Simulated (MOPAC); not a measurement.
A run for MOPAC: PM3 on H2OSe (SMILES O[SeH]), a point of a torsion scan.

```
PM3 1SCF PRECISE CHARGE=0 THREADS=1
H2OSe

O     -0.90299456 1     0.21031919 1     0.34658916 1
Se     0.72688524 1     0.73445473 1    -0.23016307 1
H     -1.26422395 1    -0.45777253 1    -0.24350018 1
H      1.37124229 1    -0.57895090 1    -0.14347264 1
```

Output:

```
*******************************************************************************
 **                                                                           **
 **                              MOPAC v23.2.5                                **
 **                                                                           **
 *******************************************************************************
 ** MOPAC's Digital Object Identifier: https://doi.org/10.5281/zenodo.6511958 **
 **                                                                           **
 ** Please cite the open-source release paper for use of this MOPAC version:  **
 ** J. E. Moussa and J. J. P. Stewart (2026)                                  **
 ** MOPAC: An open-source semiempirical molecular orbital program             **
 ** J. Open Source Softw., 11(119), 8025, https://doi.org/10.21105/joss.08025 **
 *******************************************************************************

                              PM3 CALCULATION RESULTS

 *******************************************************************************
 *  PM3        - The PM3 Hamiltonian to be used
 *
 *
 *
 *                 CHARGE ON SYSTEM = 0
 *
 *
 *
 *  PRECISE    - TIGHTER CRITERIA TO BE USED
 *  1SCF       - DO 1 SCF AND THEN STOP
 *  THREADS=1  - MULTI-THREADING NOT USED
 *  T=         - A TIME OF 172800.0 SECONDS REQUESTED
 *  DUMP=N     - RESTART FILE WRITTEN EVERY 7200.0 SECONDS REQUESTED
 *******************************************************************************
PM3 1SCF PRECISE CHARGE=0 THREADS=1
 H2OSe

   ATOM   CHEMICAL          X               Y               Z
  NUMBER   SYMBOL      (ANGSTROMS)     (ANGSTROMS)     (ANGSTROMS)

     1       O         -0.90299456  *   0.21031919  *   0.34658916  *
     2      Se          0.72688524  *   0.73445473  *  -0.23016307  *
     3       H         -1.26422395  *  -0.45777253  *  -0.24350018  *
     4       H          1.37124229  *  -0.57895090  *  -0.14347264  *



          CARTESIAN COORDINATES

    NO.       ATOM           X           Y           Z

     1         O         -0.9030      0.2103      0.3466
     2        Se          0.7269      0.7345     -0.2302
     3         H         -1.2642     -0.4578     -0.2435
     4         H          1.3712     -0.5790     -0.1435

  H: (PM3): J. J. P. STEWART, J. COMP. CHEM. 10, 209 (1989).
  O: (PM3): J. J. P. STEWART, J. COMP. CHEM. 10, 209 (1989).
 Se: (PM3): J. J. P. STEWART, J. COMP. CHEM. 12, 320-341 (1991).

           Empirical Formula: H2 O Se  =     4 atoms



      MOLECULAR POINT GROUP   :   C1


      RHF CALCULATION, NO. OF DOUBLY OCCUPIED LEVELS = 7


 -------------------------------------------------------------------------------
 PM3 1SCF PRECISE CHARGE=0 THREADS=1
 H2OSe



     1SCF WAS SPECIFIED, SO BFGS WAS NOT USED
     SCF FIELD WAS ACHIEVED


                              PM3 CALCULATION
                                                       MOPAC v23.2.5 Linux




          FINAL HEAT OF FORMATION =        -40.60397 KCAL/MOL =    -169.88703 KJ/MOL


          COSMO AREA              =         76.82 SQUARE ANGSTROMS
          COSMO VOLUME            =         59.80 CUBIC ANGSTROMS

          IONIZATION POTENTIAL    =          9.560153 EV
          HOMO LUMO ENERGIES (EV) =         -9.560 -0.832
          NO. OF FILLED LEVELS    =          7
          MOLECULAR WEIGHT        =         96.9752         POINT GROUP:  C1

          MOLECULAR DIMENSIONS (Angstroms)

            Atom       Atom       Distance
            H     4    H     3     2.64015
           Se     2    H     4     1.28382
           Se     2    O     1     0.60847


          SCF CALCULATIONS        =          1





   ATOM   CHEMICAL          X               Y               Z
  NUMBER   SYMBOL      (ANGSTROMS)     (ANGSTROMS)     (ANGSTROMS)

     1       O         -0.90299456  *   0.21031919  *   0.34658916  *
     2      Se          0.72688524  *   0.73445473  *  -0.23016307  *
     3       H         -1.26422395  *  -0.45777253  *  -0.24350018  *
     4       H          1.37124229  *  -0.57895090  *  -0.14347264  *

                             CARTESIAN COORDINATES

   1    O       -0.902994560     0.210319190     0.346589160
   2   Se        0.726885240     0.734454730    -0.230163070
   3    H       -1.264223950    -0.457772530    -0.243500180
   4    H        1.371242290    -0.578950900    -0.143472640


           Empirical Formula: H2 O Se  =     4 atoms



      MOLECULAR POINT GROUP   :   C1


                  EIGENVALUES
 -36.21177 -19.76597 -17.73256 -14.85470 -13.36324 -11.45793  -9.56015  -0.83235
  -0.19139   4.05221


              NET ATOMIC CHARGES AND DIPOLE CONTRIBUTIONS

  ATOM NO.   TYPE          CHARGE      No. of ELECS.   s-Pop       p-Pop
    1          O          -0.358587        6.3586     1.80569     4.55289
    2         Se           0.203404        5.7966     1.88428     3.91231
    3          H           0.206274        0.7937     0.79373
    4          H          -0.051091        1.0511     1.05109
 DIPOLE           X         Y         Z       TOTAL
 POINT-CHG.     0.676     0.044    -1.028     1.231
 HYBRID        -0.238    -1.600    -0.147     1.624
 SUM            0.438    -1.556    -1.175     1.999


          ATOMIC ORBITAL ELECTRON POPULATIONS

     Atom    s        px        py        pz
    1  O   1.80569   1.32158   1.64804   1.58327
    2 Se   1.88428   0.92227   1.11120   1.87884
    3  H   0.79373
    4  H   1.05109

 **********************
 *                    *
 * JOB ENDED NORMALLY *
 *                    *
 **********************




 == MOPAC DONE ==
```

The run finished.

Cost: about 0.04 core-seconds (a rough figure).
